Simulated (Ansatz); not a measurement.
Calculated with Ansatz (gas phase, PBE0-D4/def2-TZVP geometries, no zero-point term in ΔE). CCSD(T)/CBS is the MP2 limit (def2-TZVPP, def2-QZVPP) plus CCSD(T) − MP2 in def2-TZVPP, frozen cores. This one scheme is used for every species. Functionals use def2-TZVPP. B3LYP here is the variant with VWN-RPA as its local correlation; programs differ in this. One conformer a species, not always the lowest.

`N[SiH](O)[Si](N)(Cl)Cl` → `N[Si](N)(Cl)Cl` + `O[SiH]`  (silylene formation by 1,1-elimination)

`N[SiH](O)[Si](N)(Cl)Cl`:

Z-matrix (Å, degrees):
```
Si
O 1 1.647
Si 1 2.334 2 109.4
N 1 1.714 2 118.4 3 116.5
H 1 1.479 2 104.9 3 -124.3
H 2 0.959 1 117.4 3 -43.0
N 3 1.693 1 112.3 2 -177.4
Cl 3 2.094 1 102.9 2 59.9
Cl 3 2.052 1 115.9 2 -54.0
H 4 1.008 1 120.8 2 77.3
H 4 1.008 1 120.3 2 -69.0
H 7 1.008 3 119.4 1 -37.8
H 7 1.007 3 122.4 1 169.9
```

`N[Si](N)(Cl)Cl`:

Cartesian coordinates in Å:
```
N -0.437 -0.407 1.345
Si -0.268 0.332 -0.165
N 1.051 -0.353 -0.968
Cl -1.840 0.125 -1.473
Cl -0.153 2.343 0.249
H -0.505 -1.410 1.409
H -0.919 0.061 2.093
H 1.119 -0.308 -1.970
H 1.953 -0.382 -0.520
```

`O[SiH]`:

Z-matrix (Å, degrees):
```
O
Si 1 1.657
H 1 0.961 2 114.2
H 2 1.532 1 94.4 3 180.0
```

| level | ΔE (kJ/mol) |
| --- | --- |
| PBE0-D4 | 189.0 |
| ωB97X-V | 180.5 |
| B3LYP | 150.8 |
| CCSD(T)/def2-TZVPP | 163.1 |
| HF/def2-QZVPP | 146.4 |
| SCS-MP2/def2-QZVPP | 168.6 |
| HF/CBS(def2) | 146.3 |
| CCSD/CBS(def2) | 166.0 |

**Question.** What does CCSD(T)/CBS give? (Estimate.)

**Answer.** The calculation gave: +170.2 kJ/mol. The listed levels differ from it by 18.8, 10.3, -19.4, -7.1, -23.8, -1.6, -23.9, -4.2 kJ/mol.

Largest T1 diagnostic among the species: 0.016.

From PBE to PBE0 (25 % exact exchange), in def2-TZVPP and without D4, ΔE moves by +7.5 kJ/mol. In def2-TZVPP, CCSD(T) changes the Hartree–Fock value by +15.9 kJ/mol (the triples alone add +4.2 kJ/mol) and MP2 by +28.6 kJ/mol.
